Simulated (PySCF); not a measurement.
**GeO: everyday levels beside a composite calculation**

PySCF; the state is a singlet (closed shell). The composite is CCSD(T) extrapolated to the basis-set limit from two correlation-consistent sets, with core-valence (CV) and scalar-relativistic (SR) terms as its label shows; it has no spin–orbit coupling and nothing beyond (T). Here it is CCSD(T)/CBS(DT)+CV. It gives Re = 1.624 Å, ωe = 988 cm⁻¹ and De = 6.95 eV to Ge + O.

```tsv
level	basis	relativity	Re (Å)	ωe (cm⁻¹)	De (eV)
RHF-MP2	pcseg-1	no relativity	1.672	913	6.71
RHF-MP2	def2-TZVPP	no relativity	1.643	957	7.32
RHF-CCSD	def2-TZVPP	no relativity	1.622	1036	6.29
RHF-CCSD(T)	x2c-SVPall	spin-free X2C	1.638	969	6.26
BLYP	def2-TZVPP	no relativity	1.656	938	7.25
PBE0	cc-pVTZ-PP/cc-pVTZ	scalar-relativistic core potentials	1.619	1030	6.57
PBE0	def2-TZVPP	no relativity	1.623	1027	6.60
PBE0	def2-TZVPPD	no relativity	1.623	1026	6.62
MN15	x2c-SVPall	spin-free X2C	1.613	1060	6.68
B2PLYP	pcseg-1	no relativity	1.665	916	6.60
```

Task: Give the difference of each row from the composite.

Result: 

```csv
level,basis,ΔRe (pm),Δωe (%),ΔDe (eV)
RHF-MP2,pcseg-1,+4.8,-7.6,-0.24
RHF-MP2,def2-TZVPP,+1.9,-3.1,+0.37
RHF-CCSD,def2-TZVPP,-0.2,+4.9,-0.66
RHF-CCSD(T),x2c-SVPall,+1.4,-1.9,-0.69
BLYP,def2-TZVPP,+3.2,-5.1,+0.30
PBE0,cc-pVTZ-PP/cc-pVTZ,-0.5,+4.3,-0.38
PBE0,def2-TZVPP,-0.1,+3.9,-0.35
PBE0,def2-TZVPPD,-0.1,+3.8,-0.33
MN15,x2c-SVPall,-1.1,+7.3,-0.27
B2PLYP,pcseg-1,+4.1,-7.3,-0.35
```

Task: Which rows come closest in De?

Result: RHF-MP2 in pcseg-1 (-0.24 eV), counted from the composite.

Correlated steps freeze the inner cores (5 to 10 orbitals); shallow outer-core shells are correlated. Correlated levels converge slowly with the basis: in double zeta they bind strong bonds too weakly, by up to about 1 eV, and carry superposition errors of some tenths. Where the molecule has an RHF reference, its open-shell atoms are computed with UHF. B2PLYP dipoles, levels and charges come from its SCF part alone. The CCSD T1 diagnostic is raised in GeO, a sign that a single reference may not be enough there.
